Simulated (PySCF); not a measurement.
**C4H6F2O2Si: full NMR table**

- Formula: C4H6F2O2Si
- SMILES: O=C/C(=C\O[SiH3])C(F)F
- InChI: InChI=1S/C4H6F2O2Si/c5-4(6)3(1-7)2-8-9/h1-2,4H,9H3/b3-2+
- Point group of the computed structure: C1
- Degrees of unsaturation: 2
- Carbon signals: 4
- Proton signals: 4

Structure with atom numbers: `[O:1]=[CH:2]/[C:3](=[CH:4]\[O:5][SiH3:6])[CH:7]([F:8])[F:9]`. Hydrogens are named by the atom that carries them.

PySCF 2.14 calculation with GFN2-xTB geometry and σ from GIAO-PBE0/pcSseg-1; no solvent, one averaged value for each set of equivalent atoms, a single conformation, no relativistic terms.

Referencing at the same level of theory: TMS for ¹H (σref 31.72) and ¹³C (σref 186.93) and ²⁹Si (σref 349.16); CFCl3 for ¹⁹F (σref 170.95); ¹⁷O (σref 336.08) against H2O.

| carbon | δC, type | δH (multiplicity) | HMBC from (2–3 bonds) | span of the C tensor (ppm) |
| --- | --- | --- | --- | --- |
| C2 | 192.2, CH | 9.05 (m) | H(C4), H(C7) | 185 |
| C3 | 120.5, C | – | H(C2), H(C4), H(C7) | 179 |
| C4 | 177.7, CH | 7.79 (m) | H(C2), H(C7), H(Si6) | 202 |
| C7 | 120.1, CH | 6.57 (m) | H(C2), H(C4) | 38 |

Other nuclei:
```
 atoms  nucleus                        environment  δ (ppm)  σ (ppm)
H(Si6)       ¹H  hydrogen on a silicon bonded to O     5.49    26.23
 F8/F9      ¹⁹F            fluorine of a CF2 group   -118.1    289.0
   Si6     ²⁹Si           silicon bonded to O, 3 H    -40.6    389.8
    O1      ¹⁷O                    aldehyde oxygen    547.7   -211.6
    O5      ¹⁷O             oxygen bonded to C, Si    163.5    172.6
```

- Carbon types of the structure: 1 × C, 3 × CH, leaving 3 H on heteroatoms.
- δC 192.2: aldehyde carbonyl carbon; low-lying n→π* states of the double bond to the heteroatom give a large paramagnetic term (-250 ppm).
- δC 177.7: alkene carbon bearing oxygen; an sp2 carbon further deshielded by the attached heteroatom.
- δC 120.5: β carbon of an enol-ether or enamine type C=C.
- δC 120.1: allylic sp3 CH bonded to 2 F; 2 electronegative neighbours deshield it.
- δH 9.05: hydrogen on an aldehyde carbonyl carbon; deshielded by the polar, anisotropic C=O bond.

Splittings by ¹⁹F in the carbon and heteronuclear signals aren't shown, as no couplings were computed. Shifts are as computed. Against solution values, carbons near 30 ppm lie about +3 ppm off and those near 130 ppm about +5 ppm. Of 1309 compounds with measured shifts, 239 miss one by over three times the rms of a fit or turn the order of signals round; such compounds aren't used in these exercises. Unscaled 19F shifts against computed CFCl3 carry errors that often reach 10 to 50 ppm. Unscaled 17O shifts of doubly bonded oxygen tend to come out too high, by tens of ppm or more. Experimental scales use liquid or dissolved standards, which lie at an offset from isolated H2O (liquid H2O: subtract about 36 ppm). Multiplicities follow the n + 1 count of equivalent neighbours, as no J values were calculated; m marks all less simple cases, F and P coupling included.
